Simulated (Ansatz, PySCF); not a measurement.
Breaking the Al1–H2 bond in AlH5Si (SMILES [AlH2][SiH3]) (multiplicity 1 held, fragments rigid). Energies count from the point at 1.583 Å.
Geometry at that point (charge 0, multiplicity 1):
```tsv
atom	x (Å)	y (Å)	z (Å)
Al	0.0339	-0.6045	-1.1593
H	-1.2881	-0.7373	-2.0206
H	1.3858	-1.1878	-1.7414
Si	-0.0279	0.5276	1.0239
H	-0.0393	2.0039	0.8270
H	1.1451	0.2081	1.8784
H	-1.2539	0.1849	1.7925
```

Restricted levels (R-, RO-) in cc, def2 and unpolarised 6-31G sets keep to the state of the molecule at rest. U- levels take the lowest unrestricted solution at each point, which mixes spins at long bonds. Levels need not reach the same state.

Rows in 6-31G* carry no dispersion term and start afresh at each structure (6-31G* with six Cartesian d functions).

The values were computed with Ansatz (Gaussian basis) for Hartree–Fock, density functionals and correlated methods; PySCF for 6-31G* rows. Each number belongs to the level named beside it.

Question: One of these levels gives 3.475 eV for the energy at R = 5.067 Å. Which one is it?
(A) U-PBE/cc-pV(T+d)Z
(B) R-wB97X-V/cc-pV(T+d)Z
(C) R-r2SCAN/cc-pV(T+d)Z
(D) U-HF/6-31G*

Answer: A, U-PBE/cc-pV(T+d)Z. The others give 2.872 (U-HF/6-31G*), 4.867 (R-r2SCAN/cc-pV(T+d)Z), 6.110 (R-wB97X-V/cc-pV(T+d)Z)

Doubts at one or more of the structures used: a spin-contaminated determinant (U-HF/6-31G*, U-PBE/cc-pV(T+d)Z); a restricted determinant that unrestricted orbitals would lower (R-r2SCAN/cc-pV(T+d)Z, R-wB97X-V/cc-pV(T+d)Z).

Ansatz is a first-principles code.
